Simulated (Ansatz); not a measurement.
Isolated molecules relaxed with PBE0-D4/def2-TZVP in Ansatz; ΔE leaves out vibrations. CCSD(T)/CBS adds triple-zeta CCSD(T) − MP2 to the extrapolated MP2 energy (def2 sets, frozen cores). DFT in def2-TZVPP. B3LYP here is the variant with VWN-RPA as its local correlation; programs differ in this. def2 core potentials past Kr. For Sn outer-core shells are correlated without core-valence functions, which leaves a few kJ/mol of doubt a bond.

`[AlH2][S][SnH3]` + `BS[SiH3]` → `B[S][AlH2]` + `[SiH3][S][SnH3]`  (redistribution)

```csv
level,ΔE (kJ/mol),difference from CCSD(T)/CBS
revPBE-D4,11.6,0.2
PBE0-D4,11.6,0.2
B3LYP-D4,11.5,0.1
r2SCAN0-D4,12.4,1.0
B3LYP,12.2,0.8
HF/def2-SVP,11.9,0.5
MP2/def2-SVP,12.3,0.9
HF/def2-TZVPP,11.8,0.4
CCSD(T)/def2-TZVPP,12.1,0.7
HF/def2-QZVPP,11.4,0.0
CCSD(T)/CBS,11.4,0
```

Largest T1 diagnostic among the species: 0.014.

Leaving LDA and LC-ωPBE aside and taking each functional with its dispersion term where it has one, the values, not all of them listed here, spread over 2.3 kJ/mol, from BHLYP-D4 to r2SCAN-D4.
